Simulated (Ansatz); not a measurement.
C2H9N2 (SMILES NCC[NH3+]), charge +1, singlet, at a GFN2-xTB geometry. Base run: BLYP/def2-SV(P) (Ansatz, an electronic-structure program).

Geometry (Å):
```xyz
13

N      1.8038     0.4067     0.4108
C      0.5553     0.5358    -0.3034
C     -0.3719    -0.5739     0.2120
N     -1.7854    -0.3506    -0.2123
H      2.3475    -0.3849     0.0885
H      2.3758     1.2362     0.3245
H      0.1280     1.5107    -0.0494
H      0.6418     0.4720    -1.4016
H     -0.0398    -1.5444    -0.1582
H     -0.3161    -0.5809     1.3014
H     -2.3983    -1.0976     0.1385
H     -2.1200     0.5509     0.1540
H     -1.8477    -0.3258    -1.2390
```
Charge +1, spin multiplicity 1.
All else is at Ansatz's defaults.
Base energy -190.60103 Eh.

Variants of this job, named by their change:

```csv
change,ΔE vs base (mEh)
base,0.000
"point_charge = charge:0.5 position_ang:5.1131, 2.5249, 0.0726",42.270
fitting.mean_field = def2-universal-JKFIT,(withheld)
"final_grid = 4, 8, 17",(withheld)
lower_state_search = light,0.000
forces = on,0.000
lower_state_search = off,0.000
"final_grid = 14, 28, 59",0.000
"point_charge = charge:1.0 position_ang:-3.7442, -2.318, -3.8842",107.9
accuracy = high,0.003
"final_grid = 10, 20, 41",0.000
```

Complete the blanks.


- fitting.mean_field = def2-universal-JKFIT, ΔE vs base (mEh): -0.095
- final_grid = 4, 8, 17, ΔE vs base (mEh): 0.448
